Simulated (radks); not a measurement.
The numbers below are computed, except where a source is named.
Q: In IV, configuration [Kr] 4d(up 5, down 5). Level of theory: scalar-relativistic Kohn-Sham, r2SCAN, spin-polarised, spherical densities, finite nucleus; meta-GGA in the generalised Kohn-Sham scheme; Fermi nuclear charge, rms radius 4.6156 fm (a radial shooting solver on a logarithmic mesh with Libxc functionals). Some entries of the table are withheld. Estimate them.

| orbital | occ. | eigenvalue (hartree) | r(max) (bohr) | <r^2> (bohr^2) |
|---|---|---|---|---|
| 1s | 2 | -1022.947 | 0.01922 | 0.001195 |
| 2s | 2 | -154.6386 | (1) | 0.01946 |
| 2p | 6 | -138.7992 | 0.08694 | (2) |
| 3s | 2 | (3) | (4) | 0.1383 |
| 3p | 6 | -25.22121 | 0.3085 | 0.1394 |
| 3d | 10 | (5) | 0.2587 | 0.1250 |
| 4s | 2 | -5.60138 | 0.7715 | 0.8183 |
| 4p | 6 | -4.03974 | 0.8173 | 0.9717 |
| 4d | 10 | -1.77615 | 0.9287 | 1.550 |

A: 
(1) 2s r(max) (bohr): 0.1085
(2) 2p <r^2> (bohr^2): 0.01537
(3) 3s eigenvalue (hartree): -30.44761
(4) 3s r(max) (bohr): 0.3150
(5) 3d eigenvalue (hartree): -17.12431
